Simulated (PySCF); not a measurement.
Zn(OH) (HOZn), SMILES [OH][Zn+], charge +1. Atoms are numbered in the order given.

```xyz
3

Zn    -0.0063    -0.4193     0.0000
O      0.1170     1.3477     0.0000
H     -0.7460     1.7981     0.0000
```
Charge +1, spin multiplicity 1.

Geometry: B3LYP-D3(BJ)/def2-TZVP. The multiplicity is an assumed one; other spin states were not compared. The isomer is the one that the SMILES or the coordinates give; other isomers of the formula were not compared.

Level of theory: TDA-LC-ωPBE/def2-TZVPD in PySCF.

Vertical excitations. Isolated molecule, no solvent. State labels are in the subgroup Cs.

**Question.** Give excitation energies, oscillator strengths and character. (The exact figures need the calculation; the answer reports its results.)

**Answer.** 
```json
[
 {"state": "S1", "symmetry": "A\"", "energy (eV)": "2.93", "λ (nm)": "423", "f": "0.008", "main pairs": "HOMO→LUMO 97 %"},
 {"state": "S2", "symmetry": "A'", "energy (eV)": "4.71", "λ (nm)": "263", "f": "0.116", "main pairs": "HOMO−1→LUMO 88 %"},
 {"state": "S3", "symmetry": "A'", "energy (eV)": "6.73", "λ (nm)": "184", "f": "0.027", "main pairs": "HOMO−2→LUMO 86 %"},
 {"state": "S4", "symmetry": "A\"", "energy (eV)": "7.39", "λ (nm)": "168", "f": "0.000", "main pairs": "HOMO→LUMO+1 93 %"},
 {"state": "S5", "symmetry": "A'", "energy (eV)": "8.09", "λ (nm)": "153", "f": "0.059", "main pairs": "HOMO→LUMO+2 57 %, HOMO−1→LUMO+1 27 %"},
 {"state": "S6", "symmetry": "A\"", "energy (eV)": "8.61", "λ (nm)": "144", "f": "0.052", "main pairs": "HOMO−1→LUMO+2 53 %, HOMO−6→LUMO 42 %"},
 {"state": "S7", "symmetry": "A\"", "energy (eV)": "8.67", "λ (nm)": "143", "f": "0.000", "main pairs": "HOMO−4→LUMO 98 %"},
 {"state": "S8", "symmetry": "A'", "energy (eV)": "8.67", "λ (nm)": "143", "f": "0.000", "main pairs": "HOMO−3→LUMO 75 %, HOMO−5→LUMO 23 %"},
 {"state": "S9", "symmetry": "A\"", "energy (eV)": "8.79", "λ (nm)": "141", "f": "0.042", "main pairs": "HOMO−6→LUMO 48 %, HOMO−1→LUMO+2 39 %"},
 {"state": "S10", "symmetry": "A'", "energy (eV)": "8.83", "λ (nm)": "140", "f": "0.049", "main pairs": "HOMO−5→LUMO 51 %, HOMO−1→LUMO+1 28 %, HOMO−3→LUMO 14 %"},
 {"state": "T1", "symmetry": "A\"", "energy (eV)": "2.42", "λ (nm)": "513", "f": "0", "main pairs": "HOMO→LUMO 95 %"},
 {"state": "T2", "symmetry": "A'", "energy (eV)": "2.90", "λ (nm)": "427", "f": "0", "main pairs": "HOMO−1→LUMO 94 %"},
 {"state": "T3", "symmetry": "A'", "energy (eV)": "6.06", "λ (nm)": "205", "f": "0", "main pairs": "HOMO−2→LUMO 88 %"},
 {"state": "T4", "symmetry": "A'", "energy (eV)": "7.24", "λ (nm)": "171", "f": "0", "main pairs": "HOMO→LUMO+2 88 %"}
]
```
Triplets are in the Tamm–Dancoff approximation.
